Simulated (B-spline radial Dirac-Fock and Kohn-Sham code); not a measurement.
Satellites and hypersatellites of the K lines of La

System: neutral lanthanum, configuration 1s2 2s2 2p6 3s2 3p6 3d10 4s2 4p6 4d10 5s2 5p6 5d1 6s1 6p1 (an excited configuration).

Input of the calculation (task.json; shells as n, l, electrons):

```json
{"items": [{
  "Z": 57,
  "q": 0,
  "cfg": [[1, 0, 2], [2, 0, 2], [2, 1, 6], [3, 0, 2], [3, 1, 6], [3, 2, 10], [4, 0, 2], [4, 1, 6], [4, 2, 10], [5, 0, 2], [5, 1, 6], [5, 2, 1], [6, 0, 1], [6, 1, 1]],
  "A": 139,
  "rrms": 4.855,
  "do": ["binding", "quiet", "double"]
}]}
```

Command: `python xray_run.py task.json out`

Calculated with a radial finite-basis atomic code, using relaxed Dirac-Fock hole states (ΔSCF) with Breit and QED corrections and a finite nucleus. Each two-hole energy is an average over J within one jj subconfiguration, not an observable level; in light atoms, where LS coupling holds, the j-resolved values are not observed lines, and for a K spectator the Kα1 hypersatellite is nearly forbidden. No correlation.

Lines without a spectator: Kα2 (K-L2) 33031.4 eV, Kα1 (K-L3) 33439.3 eV, Kβ3 (K-M2) 37714.5 eV, Kβ1 (K-M3) 37795.6 eV. Shifts in eV with one spectator hole (a dash: not computed, or left out as unreliable):

```tsv
spectator hole	Kα2	Kα1	Kβ3	Kβ1
K (1s)	+680.9	+709.9	+872.9	+879.3
L2 (2p1/2)	+78.2	+100.4	–	+206.8
L3 (2p3/2)	+71.4	+73.3	+175.7	–
M2 (3p1/2)	–	+12.64	+27.59	+33.3
M3 (3p3/2)	+8.49	–	+26.88	+26.50
M4 (3d3/2)	+1.81	-1.29	–	–
M5 (3d5/2)	-2.04	+0.42	–	–
```
